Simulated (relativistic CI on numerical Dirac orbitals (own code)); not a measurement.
# Calculated levels, Ta XXV

These numbers are calculated, not measured: Dirac-Coulomb-Breit CI, orbitals from a KLI potential per configuration, model QED (radiative potential, 1s self-energy scaled to tabulated hydrogen-like ionisation energies), unscaled Slater integrals (own radial code, finite nucleus).

CI space (outside the closed core [Ar] 3d10): 4s²4p⁶4d¹⁰4f³, 4s²4p⁶4d¹⁰4f²5s, 4s²4p⁶4d⁹4f⁴, 4s²4p⁶4d¹⁰4f5s², 4s²4p⁶4d¹⁰4f²5p, 4s²4p⁶4d¹⁰4f5s5p, 4s²4p⁶4d¹⁰4f5p², 4s²4p⁶4d¹⁰4f²5d, 4s²4p⁶4d¹⁰4f5s5d, 4s²4p⁵4d¹⁰4f⁴, 4s²4p⁶4d¹⁰4f5p5d, 4s²4p⁶4d⁹4f²5s², 4s²4p⁶4d⁹4f³5s, 4s²4p⁶4d¹⁰4f²5f, 4s4p⁶4d¹⁰4f⁴, 4s²4p⁶4d⁹4f²5s5p, 4s²4p⁶4d¹⁰4f5d², 4s²4p⁶4d¹⁰4f²6s, 4s²4p⁶4d⁹4f³5p, 4s²4p⁶4d¹⁰4f²6p, 4s²4p⁶4d¹⁰4f²5g, 4s²4p⁶4d¹⁰4f²6d, 4s²4p⁵4d¹⁰4f²5s², 4s²4p⁶4d⁸4f³5s², 4s²4p⁶4d¹⁰4f²6f, 4s²4p⁶4d¹⁰4f²7s, 4s²4p⁵4d¹⁰4f²5s5p, 4s²4p⁶4d¹⁰4f²7p, 4s4p⁶4d¹⁰4f²5s². Levels of other configurations are missing.

| No. | Configuration | Term | J | E (eV) | % | Next component (%) | jj configuration (%) |
| --- | --- | --- | --- | --- | --- | --- | --- |
| 41 | 4s²4p⁶4d¹⁰4f³ | ²F° | 5/2 | 28.137 | 99 |  | 4f5/2 4f7/2^2 (85) |
| 42 | 4f²(3H)5s | ⁴H | 7/2 | 98.903 | 91 | 8 ²G | 4f5/2^2 5s (94) |
| 43 | 4f²(3H)5s | ⁴H | 9/2 | 99.582 | 61 | 27 ²H | 4f5/2^2 5s (89) |
| 44 | 4f²(3F)5s | ⁴F | 3/2 | 101.324 | 90 | 9 ²D | 4f5/2^2 5s (81) |
| 45 | 4f²(3F)5s | ⁴F | 5/2 | 101.878 | 71 | 19 ²F | 4f5/2^2 5s (74) |
| 46 | 4f²(3H)5s | ⁴H | 11/2 | 101.935 | 89 | 11 ²H | 4f5/2 4f7/2 5s (96) |
| 47 | 4f²(3H)5s | ²H | 9/2 | 102.469 | 52 | 37 ⁴H | 4f5/2 4f7/2 5s (90) |
| 48 | 4f²(3F)5s | ⁴F | 7/2 | 103.398 | 84 | 13 ²G | 4f5/2 4f7/2 5s (98) |
| 49 | 4f²(3F)5s | ⁴F | 9/2 | 103.644 | 48 | 34 ²G | 4f5/2 4f7/2 5s (97) |
| 50 | 4f²(3H)5s | ⁴H | 13/2 | 104.077 | 96 | 4 ²I | 4f7/2^2 5s (70) |
| 51 | 4f²(1G)5s | ²G | 7/2 | 104.284 | 49 | 37 ²F | 4f5/2 4f7/2 5s (93) |
| 52 | 4f²(3F)5s | ²F | 5/2 | 104.355 | 71 | 25 ⁴F | 4f5/2 4f7/2 5s (88) |
| 53 | 4f²(3H)5s | ²H | 11/2 | 105.419 | 84 | 10 ⁴H | 4f7/2^2 5s (61) |
| 54 | 4f²(1G)5s | ²G | 9/2 | 106.835 | 48 | 48 ⁴F | 4f7/2^2 5s (98) |
| 55 | 4f²(3F)5s | ²F | 7/2 | 107.635 | 62 | 29 ²G | 4f7/2^2 5s (96) |
| 56 | 4f²(1D)5s | ²D | 5/2 | 108.037 | 52 | 36 ⁴P | 4f5/2 4f7/2 5s (79) |
| 57 | 4f²(1D)5s | ²D | 3/2 | 108.267 | 64 | 14 ⁴P | 4f5/2 4f7/2 5s (68) |
| 58 | 4f²(3P)5s | ⁴P | 1/2 | 108.517 | 88 | 6 ²P | 4f5/2^2 5s (70) |
| 59 | 4f²(3P)5s | ⁴P | 3/2 | 109.730 | 82 | 11 ²P | 4f5/2 4f7/2 5s (93) |
| 60 | 4f²(1I)5s | ²I | 13/2 | 109.996 | 96 | 4 ⁴H | 4f5/2 4f7/2 5s (70) |
| 61 | 4f²(1I)5s | ²I | 11/2 | 110.051 | 94 | 5 ²H | 4f5/2 4f7/2 5s (65) |
| 62 | 4f²(3P)5s | ²P | 1/2 | 110.842 | 91 | 8 ⁴P | 4f5/2 4f7/2 5s (88) |
| 63 | 4f²(3P)5s | ⁴P | 5/2 | 111.733 | 62 | 35 ²D | 4f7/2^2 5s (91) |
| 64 | 4f²(3P)5s | ²P | 3/2 | 112.766 | 75 | 20 ²D | 4f7/2^2 5s (77) |
| 65 | 4f²(1S)5s | ²S | 1/2 | 121.337 | 93 | 4 ⁴P | 4f7/2^2 5s (80) |
| 66 | 4f²(3H)5p | ⁴I° | 9/2 | 140.403 | 59 | 31 ²H° | 4f5/2^2 5p1/2 (97) |
| 67 | 4f²(3H)5p | ⁴H° | 7/2 | 141.396 | 43 | 38 ²G° | 4f5/2^2 5p1/2 (94) |
| 68 | 4f²(3F)5p | ⁴G° | 5/2 | 143.062 | 66 | 27 ²F° | 4f5/2^2 5p1/2 (85) |
| 69 | 4f²(3F)5p | ²D° | 3/2 | 143.515 | 44 | 39 ⁴F° | 4f5/2^2 5p1/2 (81) |
| 70 | 4f²(3H)5p | ⁴I° | 11/2 | 143.761 | 51 | 17 ⁴H° | 4f5/2 4f7/2 5p1/2 (99) |
| 71 | 4f²(3H)5p | ⁴H° | 9/2 | 143.762 | 37 | 29 ⁴G° | 4f5/2 4f7/2 5p1/2 (99) |
| 72 | 4f²(3F)5p | ⁴G° | 7/2 | 145.011 | 32 | 26 ²G° | 4f5/2 4f7/2 5p1/2 (96) |
| 73 | 4f²(3F)5p | ⁴F° | 5/2 | 145.389 | 36 | 29 ⁴D° | 4f5/2 4f7/2 5p1/2 (98) |
| 74 | 4f²(1G)5p | ²H° | 9/2 | 145.512 | 35 | 30 ²G° | 4f5/2 4f7/2 5p1/2 (97) |
| 75 | 4f²(3F)5p | ²F° | 7/2 | 146.013 | 34 | 27 ⁴G° | 4f5/2 4f7/2 5p1/2 (97) |
| 76 | 4f²(3H)5p | ⁴G° | 11/2 | 146.178 | 53 | 25 ²H° | 4f7/2^2 5p1/2 (70) |
| 77 | 4f²(3H)5p | ²I° | 13/2 | 146.532 | 38 | 31 ⁴H° | 4f7/2^2 5p1/2 (61) |
| 78 | 4f²(3F)5p | ⁴D° | 7/2 | 148.626 | 32 | 32 ²F° | 4f7/2^2 5p1/2 (99) |
| 79 | 4f²(3F)5p | ²G° | 9/2 | 149.198 | 33 | 32 ²H° | 4f7/2^2 5p1/2 (99) |
| 80 | 4f²(1D)5p | ²P° | 3/2 | 149.495 | 33 | 32 ²D° | 4f5/2 4f7/2 5p1/2 (73) |
| 81 | 4f²(1D)5p | ²F° | 5/2 | 149.753 | 46 | 24 ²D° | 4f5/2 4f7/2 5p1/2 (76) |
| 82 | 4f²(3P)5p | ⁴D° | 1/2 | 150.045 | 54 | 22 ²P° | 4f5/2^2 5p1/2 (79) |
| 83 | 4f²(3P)5p | ⁴P° | 1/2 | 150.957 | 41 | 30 ²S° | 4f5/2 4f7/2 5p1/2 (98) |
| 84 | 4f²(1I)5p | ²I° | 11/2 | 151.495 | 49 | 48 ²H° | 4f5/2 4f7/2 5p1/2 (69) |
| 85 | 4f²(1I)5p | ²K° | 13/2 | 151.717 | 57 | 37 ²I° | 4f5/2 4f7/2 5p1/2 (61) |
| 86 | 4f²(3P)5p | ⁴D° | 3/2 | 151.745 | 56 | 21 ²P° | 4f5/2 4f7/2 5p1/2 (95) |
| 87 | 4f²(3P)5p | ⁴S° | 3/2 | 153.578 | 28 | 26 ²P° | 4f7/2^2 5p1/2 (86) |
| 88 | 4f²(3P)5p | ²D° | 5/2 | 153.760 | 34 | 28 ⁴D° | 4f7/2^2 5p1/2 (87) |
| 89 | 4f²(1S)5p | ²P° | 1/2 | 162.446 | 93 | 5 ⁴D° | 4f7/2^2 5p1/2 (76) |
| 90 | 4f²(3H)5p | ⁴H° | 7/2 | 163.352 | 39 | 31 ²G° | 4f5/2^2 5p3/2 (95) |
| 91 | 4f²(3H)5p | ⁴H° | 9/2 | 163.454 | 34 | 31 ²H° | 4f5/2^2 5p3/2 (91) |
| 92 | 4f²(3H)5p | ⁴I° | 11/2 | 164.898 | 40 | 27 ⁴H° | 4f5/2^2 5p3/2 (71) |
| 93 | 4f²(3H)5p | ⁴G° | 5/2 | 165.138 | 80 | 14 ²F° | 4f5/2^2 5p3/2 (95) |
| 94 | 4f²(3F)5p | ⁴F° | 3/2 | 166.223 | 42 | 32 ⁴D° | 4f5/2^2 5p3/2 (83) |
| 95 | 4f²(3H)5p | ⁴G° | 9/2 | 166.224 | 37 | 33 ²H° | 4f5/2 4f7/2 5p3/2 (98) |
| 96 | 4f²(3F)5p | ⁴D° | 1/2 | 166.372 | 87 | 13 ²P° | 4f5/2^2 5p3/2 (80) |
| 97 | 4f²(3H)5p | ²I° | 11/2 | 166.821 | 40 | 32 ²H° | 4f5/2 4f7/2 5p3/2 (73) |
| 98 | 4f²(3H)5p | ⁴I° | 13/2 | 167.188 | 67 | 27 ⁴H° | 4f5/2 4f7/2 5p3/2 (85) |
| 99 | 4f²(3F)5p | ⁴F° | 5/2 | 167.207 | 51 | 19 ⁴D° | 4f5/2^2 5p3/2 (64) |
| 100 | 4f²(3H)5p | ⁴G° | 7/2 | 167.354 | 38 | 26 ²G° | 4f5/2^2 5p3/2 (66) |
| 101 | 4f²(3F)5p | ⁴G° | 11/2 | 167.772 | 45 | 21 ²H° | 4f5/2 4f7/2 5p3/2 (69) |
| 102 | 4f²(3H)5p | ⁴G° | 7/2 | 167.886 | 37 | 28 ⁴F° | 4f5/2 4f7/2 5p3/2 (95) |
| 103 | 4f²(1G)5p | ²G° | 7/2 | 168.546 | 38 | 38 ²F° | 4f5/2 4f7/2 5p3/2 (81) |
| 104 | 4f²(3F)5p | ⁴D° | 3/2 | 168.583 | 53 | 38 ²D° | 4f5/2 4f7/2 5p3/2 (97) |
| 105 | 4f²(1G)5p | ²G° | 9/2 | 168.752 | 40 | 29 ⁴F° | 4f5/2 4f7/2 5p3/2 (93) |
| 106 | 4f²(1G)5p | ²F° | 5/2 | 168.907 | 41 | 28 ⁴D° | 4f5/2 4f7/2 5p3/2 (94) |
| 107 | 4f²(3F)5p | ⁴G° | 9/2 | 169.271 | 56 | 36 ²G° | 4f5/2 4f7/2 5p3/2 (93) |
| 108 | 4f²(3H)5p | ⁴I° | 15/2 | 169.558 | 97 | 3 ²K° | 4f7/2^2 5p3/2 (72) |
| 109 | 4f²(3H)5p | ²I° | 13/2 | 169.602 | 59 | 36 ⁴H° | 4f7/2^2 5p3/2 (54) |
| 110 | 4f²(3F)5p | ²F° | 5/2 | 169.657 | 59 | 16 ²D° | 4f5/2 4f7/2 5p3/2 (83) |

Energies count from the lowest computed level; ° marks odd parity. Percentages are summed over parent terms; the parents shown are those of the largest component, closed shells are left out there. Filled j subshells are mostly left out of the jj labels.

The mean weight of the leading LS term, summed over parents, in these 70 levels is 58 %, and that of the leading jj configuration (from the same eigenvectors) 84 %, so jj coupling describes them better and the LS labels are nominal.

At this charge transitions that keep the count of f electrons are usually good to a few per cent. Terms inside the open d or f shell come out 10 to 20 % too wide with unscaled integrals. Levels that differ in their count of f electrons can be misplaced by several ten thousand cm⁻¹, since the correlation energy of f electrons is missing or only estimated; rates across such gaps can be off by orders of magnitude.

LS names give the leading component of a level, which can be under half, so a name can repeat, a term be missing and a line seem to break the LS rules.
